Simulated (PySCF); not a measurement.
## Worked example: oscillator strength and radiative lifetime

Ge(I)(SH) (GeHIS), SMILES [I][Ge][SH] (connectivity only; charge and spin as stated), neutral, multiplicity 1.

Geometry: PBE0-D3(BJ)/def2-SVP. The def2 effective core potentials stand for the cores of I; spin–orbit coupling is left out. Other conformers were not sampled.

TDA-ωB97X/def2-SVPD (PySCF) puts the first singlet state with f over 0.02 at 4.38 eV (vertical), with the transition dipole (0.168, 0.668, 0.000) in atomic units.

Task: Find the oscillator strength, the wavelength and the radiative lifetime that this transition would have in vacuum if emission retraced absorption.

Result: 
|μ|² = 0.4744 au, so |μ| = 1.75 D. ΔE = 4.38/27.211 = 0.1610 hartree. f = (2/3) ΔE |μ|² = 0.051 (the program prints 0.051).
λ = 1239.84/4.38 = 283 nm; ν = 35327 cm⁻¹.
Einstein's coefficient A = 0.6670 ν² f s⁻¹ (ν in cm⁻¹) = 4.2e7 s⁻¹, so τ = 1/A = 24 ns. This state is S3; the lower singlets have f = 0.010, 0.004. The figure is the radiative limit of this one transition; relaxation, internal conversion, crossing to triplets and a medium change what is measured.
